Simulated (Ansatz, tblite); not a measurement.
Spin states of Cu2Te, each relaxed with B3LYP-D4/def2-TZVP in Ansatz. Electronic energies in the gas phase.

In the def2 sets Te takes a core potential; there is no spin–orbit coupling. The xTB rows come from tblite. Correlated methods freeze 22 core orbitals; core or outer-core shells of Te are correlated, in sets that lack core-valence functions. The structure comes from a short search, and lower isomers may exist.

Singlet geometry (C2v within 0.1 Å):

```xyz
3

Cu    0.2663    0.6015   -1.3308
Cu   -0.7347   -1.2660    0.2476
Te    0.4684    0.6644    1.0832
```

Triplet geometry (C2v within 0.1 Å):

```
atom    x (Å)    y (Å)    z (Å)
 Cu1  -0.7063   0.6897  -1.0258
 Cu2  -0.1371  -1.4171  -0.0064
 Te3   0.8434   0.7273   1.0322
```

Quintet geometry (C2v within 0.1 Å):

```xyz
3

Cu    1.200    0.820   -0.257
Cu   -1.271    0.719   -0.214
Te    0.071   -1.540    0.471
```

⟨S²⟩: triplet 2.01 at PBE0-D4/def2-TZVP (pure 2.00), quintet 6.02 at PBE0-D4/def2-TZVP (pure 6.00).

Run but left out: HF/STO-3G (triplet: ⟨S²⟩ 4.07, where a pure state has 2.00); HF/STO-3G (quintet: ⟨S²⟩ 8.01, where a pure state has 6.00).

Only these spin states were relaxed.

Second-order perturbation terms are unreliable where d shells bring near-degenerate states, and here PBE-QIDH/def2-TZVP lies more than 0.4 eV from the median of the functionals without such a term.

Estimate which spin state lies lowest at each of these levels, and by how much: GFN1-xTB; GFN2-xTB; PBE-D4/def2-TZVP; BLYP-D4/def2-TZVP; r2SCAN-D4/def2-TZVP; r2SCANh-D4/def2-TZVP; PBE0-D4/def2-TZVP; r2SCAN0-D4/def2-TZVP; BHLYP-D4/def2-TZVP; PBE-QIDH/def2-TZVP; RPA@PBE/def2-TZVP.


| level | triplet − singlet (kJ/mol) | quintet − singlet (kJ/mol) | lowest of these | remarks |
| --- | --- | --- | --- | --- |
| GFN1-xTB | 184.2 | 525.4 | singlet | – |
| GFN2-xTB | 174.7 | 646.1 | singlet | – |
| PBE-D4/def2-TZVP | 108.3 | 315.5 | singlet | – |
| BLYP-D4/def2-TZVP | 106.2 | 312.0 | singlet | – |
| r2SCAN-D4/def2-TZVP | 103.7 | 302.4 | singlet | – |
| r2SCANh-D4/def2-TZVP | 108.7 | 320.7 | singlet | – |
| PBE0-D4/def2-TZVP | 120.7 | 361.4 | singlet | – |
| r2SCAN0-D4/def2-TZVP | 113.3 | 347.3 | singlet | – |
| BHLYP-D4/def2-TZVP | 120.2 | 396.9 | singlet | – |
| PBE-QIDH/def2-TZVP | 135.8 | 415.6 | singlet | test for broken spin undecided (singlet) |
| RPA@PBE/def2-TZVP | 114.4 | 313.2 | singlet | – |

Change of the quintet − singlet gap on mixing in exact exchange, in kJ/mol: PBE to PBE0 (25 % exact exchange) 45.9; BLYP to BHLYP (50 % exact exchange) 84.9; r2SCAN to r2SCANh (10 % exact exchange) 18.3; r2SCAN to r2SCAN0 (25 % exact exchange) 44.9. The xTB methods have no term that favours high spin, so they put low spin too low.
